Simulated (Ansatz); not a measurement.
**Energy on a grid of two coordinates**

SiHBrClF (SMILES F[SiH](Cl)Br), closed shell, PBE0-D4/def2-TZVP minimum:

```
5
angstrom
F -1.4112 0.7133 0.3260
Si -0.0086 0.1001 -0.0736
Cl 1.2452 0.3017 1.5032
Br -0.2930 -2.0152 -0.5608
H 0.5177 0.8266 -1.2362
```

Rows set the bond length Si2–Cl3 (Å; 2.025 at the minimum), columns the angle Cl3–Si2–H5 (°; 110.2), set in this order; the parts move rigidly, in a bend the first-named atom's side turns in the plane, and in a torsion the whole end group turns. CCSD(T) energies count from the value at that structure, in kcal/mol. Program: Ansatz 0.2.0. Basis: def2-TZVPP. Cores are frozen in the correlated methods. Filled d shells of the heavier atoms are correlated. The def2 sets are not built for correlating such inner shells, so the correlated values are less sure here.

```json
{"Si2–Cl3 \\ Cl3–Si2–H5": "1.782", "92.2": "30.15", "101.2": "23.32", "110.2": "21.31", "119.2": "23.79", "128.2": "30.80"}
{"Si2–Cl3 \\ Cl3–Si2–H5": "1.955", "92.2": "9.06", "101.2": "3.20", "110.2": "1.43", "119.2": "?", "128.2": "9.29"}
{"Si2–Cl3 \\ Cl3–Si2–H5": "2.209", "92.2": "11.89", "101.2": "?", "110.2": "5.87", "119.2": "7.42", "128.2": "11.91"}
{"Si2–Cl3 \\ Cl3–Si2–H5": "2.506", "92.2": "32.43", "101.2": "29.01", "110.2": "27.96", "119.2": "?", "128.2": "?"}
{"Si2–Cl3 \\ Cl3–Si2–H5": "2.834", "92.2": "57.74", "101.2": "55.29", "110.2": "54.56", "119.2": "55.48", "128.2": "58.00"}
```

(1) Fill in the withheld cells. (To be estimated.)

No T1 diagnostic of these runs exceeds 0.013. The restricted Hartree–Fock reference is unstable towards an unrestricted one here.

## Answers

(1) Computed: (1.955, 119.2): 3.46; (2.209, 101.2): 7.29; (2.506, 119.2): 29.15; (2.506, 128.2): 32.54 kcal/mol. These count from the CCSD(T) energy at the PBE0-D4 minimum.

The same grid for a cheaper method: HF − CCSD(T), both counted from the minimum, in kcal/mol:
```csv
Si2–Cl3 \ Cl3–Si2–H5,92.2,101.2,110.2,119.2,128.2
1.782,1.16,0.33,-0.02,0.06,0.59
1.955,0.97,0.22,-0.10,-0.02,0.49
2.209,1.47,0.83,0.56,0.66,1.14
2.506,2.90,2.38,2.18,2.31,2.79
2.834,5.23,4.82,4.71,4.89,5.37
```

For scale, one of the runs: CCSD(T)/def2-TZVPP, 177 basis functions (an equivalent command: `ansatz run in.yaml --threads 4`). Hardware: 4 CPU threads, shared host. Wall time 47 s; peak host memory 1.6 GiB.
